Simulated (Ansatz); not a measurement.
Two isomers of C4H3F3: A = `F/C=C\C=C(F)F`, B = `FC1C=CC1(F)F`.

Computed with Ansatz on PBE0-D4/def2-TZVP structures; ΔE is electronic, products minus reactants. CCSD(T)/CBS is the MP2 limit (def2-TZVPP, def2-QZVPP) plus CCSD(T) − MP2 in def2-TZVPP, frozen cores. Functionals use def2-TZVPP. B3LYP here is the variant with VWN-RPA as its local correlation; programs differ in this. One conformer a species, not always the lowest.

Q: Which isomer does CCSD(T)/CBS put lower? Give the gap. (An estimate is asked.)

A: The calculation gave: A, by 4.1 kcal/mol.

Q: Give E(B) − E(A) in kcal/mol with CCSD/def2-TZVPP, LDA (SPW92), HF/def2-TZVPP, ωB97M-V, B2PLYP, B3LYP, CCSD(T)/def2-TZVPP. (Estimate.)

A: Computed: CCSD/def2-TZVPP 4.4, LDA (SPW92) 7.0, HF/def2-TZVPP 5.7, ωB97M-V 4.3, B2PLYP 8.3, B3LYP 11.0, CCSD(T)/def2-TZVPP 5.0. None reverses the order clearly.

Q: Does the order hold for the free energy at 298.15 K (harmonic terms from PBE0-D4)? (An estimate is asked.)

A: Ansatz gave: Yes: G(B) − G(A) = +5.4 kcal/mol, for one conformer each.

Largest T1 diagnostic: 0.013.

From PBE to PBE0 (25 % exact exchange), in def2-TZVPP and without D4, E(B) − E(A) moves by −3.4 kcal/mol. Leaving LDA and LC-ωPBE aside and taking each functional with its dispersion term where it has one, the values, not all of them listed here, spread over 10.6 kcal/mol, from ωB97X-V to BLYP-D4. LDA lies −2.3 kcal/mol from PBE without D4.
